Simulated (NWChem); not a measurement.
System: C₂F₃, doublet; SMILES FC(F)=[C]F

NWChem input:

```
start job
memory heap 200 mb stack 900 mb global 1100 mb
geometry units angstroms noautosym nocenter noautoz
  F      0.022183     1.948769     0.000000
  C     -0.574243     0.799035     0.000000
  C     -0.065957    -0.419906     0.000000
  F      1.218609    -0.698879     0.000000
  F     -0.805590    -1.499480     0.000000
end
basis spherical
  * library 6-31g*
end
dft
  odft
  mult 2
  xc xpbe96 cpbe96
  iterations 150
end
cosmo
  dielec 1.5
end
task dft energy
```

Excerpt of the output:

```
             Northwest Computational Chemistry Package (NWChem) 7.3.0
             --------------------------------------------------------

                             Geometry "geometry" -> ""
                             -------------------------

 Output coordinates in angstroms (scale by  1.889725989 to convert to a.u.)

  No.       Tag          Charge          X              Y              Z
 ---- ---------------- ---------- -------------- -------------- --------------
    1 F                    9.0000     0.02218300     1.94876900     0.00000000
    2 C                    6.0000    -0.57424300     0.79903500     0.00000000
    3 C                    6.0000    -0.06595700    -0.41990600     0.00000000
    4 F                    9.0000     1.21860900    -0.69887900     0.00000000
    5 F                    9.0000    -0.80559000    -1.49948000     0.00000000

 Effective nuclear repulsion energy (a.u.)     163.2495376263

  pbe96 is a nonlocal functional; adding pw91lda local functional.

                                 NWChem DFT Module
                                 -----------------

 Summary of "ao basis" -> "ao basis" (spherical)
 ------------------------------------------------------------------------------
       Tag                 Description            Shells   Functions and Types
 ---------------- ------------------------------  ------  ---------------------
 F                           6-31g*                  6       14   3s2p1d
 C                           6-31g*                  6       14   3s2p1d

 in cosmo_initialize ...

 solvent parameters
 solvname_short: unkn
 solvname_long:  unknown
 dielec:        1.5000

          ---------------
          -cosmo- solvent
          ---------------
 Cosmo: York-Karplus, doi: 10.1021/jp992097l
 dielectric constant -eps-     =   1.50
 screen = (eps-1)/(eps    )    =   0.33333
 surface charge correction     = lagrangian

   van der Waals surface
 --------------------------

 ---------- ATOMIC COORDINATES (A.U.) ------------ VDWR(ANG.) --
     1    0.04191979    3.68263943    0.00000000     1.720
     2   -1.08516192    1.50995721    0.00000000     2.000
     3   -0.12464066   -0.79350728    0.00000000     2.000
     4    2.30283710   -1.32068981    0.00000000     1.720
     5   -1.52234436   -2.83360633    0.00000000     1.720
 number of segments per atom =         32
 number of   points per atom =         32
 atom (   nspa,  nppa )
 ----------------------
    1 (     22,     0 )       0
    2 (     16,     0 )       0
    3 (     12,     0 )       0
    4 (     22,     0 )       0
    5 (     20,     0 )       0
 number of -cosmo- surface points =       92
 molecular surface =     97.354 angstrom**2
 molecular volume  =     72.847 angstrom**3
 G(cav/disp)       =      1.347 kcal/mol
 -lineq- algorithm             =   0
 -bem- low  level              =   2
 -bem- from -octahedral-
 gaussian surface charge width =   4.50000
 degree of switching           =   1.00000
 switching function tolerance  =   0.00010
 atomic radii =
 --------------
    1  9.000  1.720
    2  6.000  2.000
    3  6.000  2.000
    4  9.000  1.720
    5  9.000  1.720
 ...... end of -cosmo- initialization ......

            General Information
            -------------------
          SCF calculation type: DFT
          Wavefunction type:  spin polarized.
          No. of atoms     :     5
          No. of electrons :    39
           Alpha electrons :    20
            Beta electrons :    19
          Charge           :     0
          Spin multiplicity:     2
          Use of symmetry is: off; symmetry adaption is: off
          Maximum number of iterations: 150
          AO basis - number of functions:    70
                     number of shells:    30
          Convergence on energy requested:  1.00D-06
          Convergence on density requested:  1.00D-05
          Convergence on gradient requested:  5.00D-04

              XC Information
              --------------
          PerdewBurkeErnzerhof Exchange Functional  1.000
            Perdew 1991 LDA Correlation Functional  1.000 local
           PerdewBurkeErnz. Correlation Functional  1.000 non-local

             Grid Information
             ----------------
          Grid used for XC integration:  medium
          Radial quadrature: Mura-Knowles
          Angular quadrature: Lebedev.
          Tag              B.-S. Rad. Rad. Pts. Rad. Cut. Ang. Pts.
          ---              ---------- --------- --------- ---------
          F                   0.50       49           8.0       434
          C                   0.70       49           6.0       434
          Grid pruning is: on
          Number of quadrature shells:   245
          Spatial weights used:  Erf1

      Superposition of Atomic Density Guess
      -------------------------------------

 Sum of atomic energies:        -373.43750437

      Non-variational initial energy
      ------------------------------

 Total energy =    -374.963153
 1-e energy   =    -843.678373
 2-e energy   =     305.465682
 HOMO         =      -0.179000
 LUMO         =       0.171052

[...]

                                   COSMO solvation results
                                   -----------------------

                 gas phase energy =      -375.211278235713
                 sol phase energy =      -375.211436787523
 (electrostatic) solvation energy =         0.000158551810 (    0.10 kcal/mol)

                    DFT Final Alpha Molecular Orbital Analysis
                    ------------------------------------------

 Vector   18  Occ=1.000000D+00  E=-3.631868D-01
              MO Center=  1.1D-02, -1.0D+00,  7.0D-10, r^2= 1.9D+00
   Bfn.  Coefficient  Atom+Function         Bfn.  Coefficient  Atom+Function
  ----- ------------  ---------------      ----- ------------  ---------------
    59      0.482320  5 F  px                46      0.367113  4 F  py
    63      0.321592  5 F  px                45      0.240142  4 F  px
    50      0.240787  4 F  py                60     -0.200164  5 F  py
    49      0.163500  4 F  px                64     -0.131396  5 F  py
     4      0.089770  1 F  py                 3     -0.087058  1 F  px

 Vector   19  Occ=1.000000D+00  E=-2.373270D-01
              MO Center= -6.0D-01,  9.1D-01,  3.8D-10, r^2= 1.5D+00
   Bfn.  Coefficient  Atom+Function         Bfn.  Coefficient  Atom+Function
  ----- ------------  ---------------      ----- ------------  ---------------
    17      0.503517  2 C  px                20     -0.467513  2 C  s
     3     -0.346832  1 F  px                21      0.276413  2 C  px
     7     -0.264573  1 F  px                34      0.183759  3 C  s
    32      0.170717  3 C  py                46     -0.157167  4 F  py
    16     -0.145251  2 C  s                 30      0.123930  3 C  s

 Vector   20  Occ=1.000000D+00  E=-2.130369D-01
              MO Center= -2.4D-01,  2.7D-01, -2.9D-10, r^2= 2.0D+00
   Bfn.  Coefficient  Atom+Function         Bfn.  Coefficient  Atom+Function
  ----- ------------  ---------------      ----- ------------  ---------------
    19      0.429705  2 C  pz                33      0.358065  3 C  pz
     5     -0.285418  1 F  pz                23      0.275581  2 C  pz
    61     -0.241685  5 F  pz                47     -0.231631  4 F  pz
     9     -0.226750  1 F  pz                65     -0.185292  5 F  pz
    51     -0.179209  4 F  pz                37      0.173484  3 C  pz

 Vector   21  Occ=0.000000D+00  E= 5.645032D-03
              MO Center= -2.6D-01,  1.0D-01,  4.1D-10, r^2= 1.8D+00
   Bfn.  Coefficient  Atom+Function         Bfn.  Coefficient  Atom+Function
  ----- ------------  ---------------      ----- ------------  ---------------
    33      0.569344  3 C  pz                23     -0.500860  2 C  pz
    37      0.498131  3 C  pz                19     -0.473827  2 C  pz
    47     -0.204697  4 F  pz                61     -0.202403  5 F  pz
     5      0.191218  1 F  pz                65     -0.179715  5 F  pz
    51     -0.178037  4 F  pz                 9      0.172588  1 F  pz

 Vector   22  Occ=0.000000D+00  E= 4.889934D-02
              MO Center= -3.1D-01,  5.3D-01,  7.6D-10, r^2= 2.1D+00
   Bfn.  Coefficient  Atom+Function         Bfn.  Coefficient  Atom+Function
  ----- ------------  ---------------      ----- ------------  ---------------
    20      0.626992  2 C  s                  6     -0.562603  1 F  s
    22      0.509552  2 C  py                35      0.382036  3 C  px
    31      0.352832  3 C  px                 8      0.337565  1 F  py
    62      0.316808  5 F  s                  4      0.306750  1 F  py
    18      0.272759  2 C  py                60      0.245165  5 F  py

 Vector   23  Occ=0.000000D+00  E= 1.185982D-01
              MO Center=  1.3D-01, -7.4D-01, -1.9D-09, r^2= 1.5D+00
   Bfn.  Coefficient  Atom+Function         Bfn.  Coefficient  Atom+Function
  ----- ------------  ---------------      ----- ------------  ---------------
    34      1.672739  3 C  s                 48     -0.644039  4 F  s
    62     -0.566853  5 F  s                 49      0.453884  4 F  px
    36     -0.352195  3 C  py                45      0.332890  4 F  px
    32     -0.325497  3 C  py                63     -0.319042  5 F  px
    22      0.285832  2 C  py                64     -0.258719  5 F  py

                     DFT Final Beta Molecular Orbital Analysis
                     -----------------------------------------

 Vector   17  Occ=1.000000D+00  E=-3.791089D-01
              MO Center=  2.2D-01, -1.1D+00, -2.9D-09, r^2= 1.6D+00
   Bfn.  Coefficient  Atom+Function         Bfn.  Coefficient  Atom+Function
  ----- ------------  ---------------      ----- ------------  ---------------
    47      0.485026  4 F  pz                61     -0.473649  5 F  pz
    51      0.335413  4 F  pz                65     -0.327758  5 F  pz
    41     -0.030500  3 C  d  1

 Vector   18  Occ=1.000000D+00  E=-3.618999D-01
              MO Center=  5.6D-02, -9.9D-01,  6.0D-10, r^2= 1.9D+00
   Bfn.  Coefficient  Atom+Function         Bfn.  Coefficient  Atom+Function
  ----- ------------  ---------------      ----- ------------  ---------------
    59      0.471710  5 F  px                46      0.381502  4 F  py
    63      0.315103  5 F  px                50      0.250944  4 F  py
    45      0.235059  4 F  px                60     -0.194597  5 F  py
    49      0.159980  4 F  px                64     -0.127867  5 F  py
     3     -0.102349  1 F  px                 4      0.097123  1 F  py

 Vector   19  Occ=1.000000D+00  E=-2.022062D-01
              MO Center= -2.0D-01,  1.4D-01, -5.6D-10, r^2= 1.9D+00
   Bfn.  Coefficient  Atom+Function         Bfn.  Coefficient  Atom+Function
  ----- ------------  ---------------      ----- ------------  ---------------
    33      0.399940  3 C  pz                19      0.391992  2 C  pz
     5     -0.260149  1 F  pz                61     -0.254094  5 F  pz
    23      0.246585  2 C  pz                47     -0.245857  4 F  pz
    37      0.210118  3 C  pz                 9     -0.205732  1 F  pz
    65     -0.198068  5 F  pz                51     -0.193000  4 F  pz

 Vector   20  Occ=0.000000D+00  E=-1.467589D-01
              MO Center= -7.0D-01,  8.2D-01,  5.8D-10, r^2= 1.4D+00
   Bfn.  Coefficient  Atom+Function         Bfn.  Coefficient  Atom+Function
  ----- ------------  ---------------      ----- ------------  ---------------
    20     -0.513619  2 C  s                 17      0.477839  2 C  px
    21      0.292481  2 C  px                 3     -0.286483  1 F  px
     7     -0.229707  1 F  px                32      0.171993  3 C  py
    34      0.154179  3 C  s                 16     -0.140808  2 C  s
    30      0.134500  3 C  s                 46     -0.134121  4 F  py

 Vector   21  Occ=0.000000D+00  E= 2.058796D-02
              MO Center= -2.9D-01,  2.1D-01,  4.3D-10, r^2= 1.8D+00
   Bfn.  Coefficient  Atom+Function         Bfn.  Coefficient  Atom+Function
  ----- ------------  ---------------      ----- ------------  ---------------
    33     -0.546091  3 C  pz                23      0.530356  2 C  pz
    19      0.499012  2 C  pz                37     -0.475388  3 C  pz
     5     -0.205552  1 F  pz                47      0.189874  4 F  pz
    61      0.187902  5 F  pz                 9     -0.181815  1 F  pz
    65      0.165632  5 F  pz                51      0.164384  4 F  pz

 Vector   22  Occ=0.000000D+00  E= 6.483066D-02
              MO Center= -3.2D-01,  5.1D-01,  1.0D-09, r^2= 2.1D+00
   Bfn.  Coefficient  Atom+Function         Bfn.  Coefficient  Atom+Function
  ----- ------------  ---------------      ----- ------------  ---------------
    20      0.749553  2 C  s                  6     -0.559517  1 F  s
    22      0.447234  2 C  py                35      0.384898  3 C  px
    31      0.356657  3 C  px                62      0.349461  5 F  s
     8      0.338380  1 F  py                 4      0.300717  1 F  py
    60      0.255139  5 F  py                64      0.253319  5 F  py

   alpha - beta orbital overlaps
   -----------------------------

   alpha      1      2      3      4      5      6      7      8      9     10
    beta      1      2      3      4      5      6      7      8      9     10
 overlap   1.000  0.996  0.996  1.000  1.000  0.991  0.991  1.000  0.998  0.993

   alpha     11     12     13     14     15     16     17     18     19     20
    beta     11     12     13     15     14     16     17     18     20     19
 overlap   0.980  0.972  0.996  0.981  0.996  0.990  1.000  0.999  0.986  0.997

   alpha     21     22     23     24     25     26     27     28     29     30
    beta     21     22     23     24     25     26     27     28     30     29
 overlap   0.997  0.996  0.998  0.997  0.991  0.991  0.995  0.914  0.839  0.998

   alpha     31     32     33     34     35     36     37     38     39     40
    beta     32     31     33     34     35     36     37     38     39     40
 overlap   0.842  0.995  0.998  0.999  1.000  0.999  0.999  0.997  0.995  0.996

   alpha     41     42     43     44     45     46     47     48     49     50
    beta     41     42     43     44     45     46     47     48     49     50
 overlap   1.000  0.999  0.998  0.994  0.991  0.992  0.998  0.991  0.999  0.997

   alpha     51     52     53     54     55     56     57     58     59     60
    beta     52     51     53     54     55     56     59     57     58     60
 overlap   0.863  0.864  0.997  0.987  0.987  0.993  0.997  0.711  0.710  1.000

[...]
```

Level: PBE/6-31G* (spherical d), spin-unrestricted, COSMO on the gas-phase geometry. In the optimisation the excess spin sits in a' (Cs, its own frame). The geometry was optimised at PBE0/def2-SVP, spin-unrestricted. No stability test was run on the SCF state. COSMO prints the solvation energy as gas minus solution, so a positive value is a stabilisation.
